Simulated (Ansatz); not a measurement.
**Two structures, one formula**

Two relaxed structures of B3H4Cl, singlet (PBE0-D4/def2-TZVP; forces vanish, vibrations not checked).

A:

B1  (-0.390, 1.366, -0.579)
B2  (-0.215, -0.243, -0.240)
B3  (0.677, -1.042, 0.900)
Cl4  (-1.163, -1.313, -1.298)
H5  (-1.252, 2.020, -0.065)
H6  (0.323, 1.919, -1.367)
H7  (1.795, -1.407, 0.672)
H8  (0.224, -1.301, 1.978)
(Å)

B:

B1  (-0.810, 0.580, -0.598)
B2  (-0.183, -0.079, 0.780)
B3  (1.044, -1.136, 0.879)
Cl4  (-2.122, -0.242, -1.414)
H5  (-0.431, 1.602, -1.091)
H6  (-0.693, 0.275, 1.814)
H7  (2.181, -0.771, 0.993)
H8  (0.856, -2.320, 0.845)
(Å)

Program: Ansatz 0.2.0. Basis: def2-TZVPP. Cores are frozen in the correlated methods. B3LYP uses VWN-RPA correlation.

Q: Which structure is lower at CCSD(T), and by how much? (Judge from chemistry; the value comes from the calculation.)

A: By the calculation: B, by 0.200 eV (electronic energy, against the other). By their contacts, A is B₃H₄Cl ([BH2][B]([BH2])[Cl]) and B is B₃H₄Cl ([BH2][BH][BH][Cl]).

All methods give the same order:

```
   method  E(B) − E(A) (eV)
   PBE-D4            -0.286
r2SCAN-D4            -0.276
  PBE0-D4            -0.248
 B3LYP-D4            -0.229
  wB97M-V            -0.228
       HF            -0.144
      MP2            -0.191
     CCSD            -0.193
  CCSD(T)            -0.200
```

No T1 diagnostic of these runs exceeds 0.015.

Labels in which every atom is bracketed show which atoms are joined, not bond orders.

For scale, one of the runs: CCSD(T)/def2-TZVPP, 191 basis functions, launched by `ansatz run in.yaml --threads 2 --pin off --events-out ev --progress --plain --max-ram 4352MiB`. Hardware: 2 CPU threads of an Arm Neoverse V1, shared host. Wall time 53 s; peak host memory 2 GiB.
